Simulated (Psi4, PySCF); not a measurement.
Br2Ge, charge -1, doublet, geometry from GFN2-xTB (a state made from the parent by changing its charge; the spin is typed, not shown lowest) (in this run its highest filled SCF level lies above zero, so its values depend strongly on the basis, on diffuse functions most of all), atoms displaced at random by about 0.08 Å a coordinate. Base run: HF/STO-3G, gradient (PySCF).

Here is a job for PySCF.
```python
from pyscf import gto, scf

mol = gto.M(
    atom='''
Ge   -0.13151253    0.08184037    1.00337233
Br    1.02771490   -1.65753154   -0.59195914
Br   -1.16300456    1.80970553   -0.36858451
''',
    basis='sto-3g',
    charge=-1,
    spin=1,
    verbose=4,
)

mf = scf.UHF(mol)
mf.kernel()
g = mf.nuc_grad_method()
grad = g.kernel()
```

Programs used: Psi4, PySCF; a row that names a program was run with it.

The coordinate followed is y of atom 3.

Each row names what was changed in the base input (with any setting that the change needs).

```
change                                                  dE/dx (Eh/bohr)  net force (Eh/bohr)
------------------------------------------------------  ---------------  -------------------
base                                                           0.015052             0.000000
finite difference step (bohr) = 1e-5; conv_tol = 1e-11         0.015052                    -
finite difference step (bohr) = 0.2; conv_tol = 1e-11          0.014726                    -
finite difference step (bohr) = 1e-3; conv_tol = 1e-11         0.015052                    -
finite difference step (bohr) = 0.01; conv_tol = 1e-11         0.015051                    -
conv_tol = 1e-6                                                0.015054             0.000000
code = psi4                                                    0.015059             0.000000
finite difference step (bohr) = 0.05; conv_tol = 1e-11         0.015031                    -
density fitting = on                                           0.015059             0.000000
conv_tol = 1e-4                                                0.015038             0.000000
conv_tol = 1e-11                                               0.015052             0.000000
density fitting = on; auxbasis_response = off                  0.014954             0.000692
```

The net force is zero for an exact gradient.

Open shells are given as the SCF converged; they aren't shown to be the lowest states, and a large step between rows can be another state.
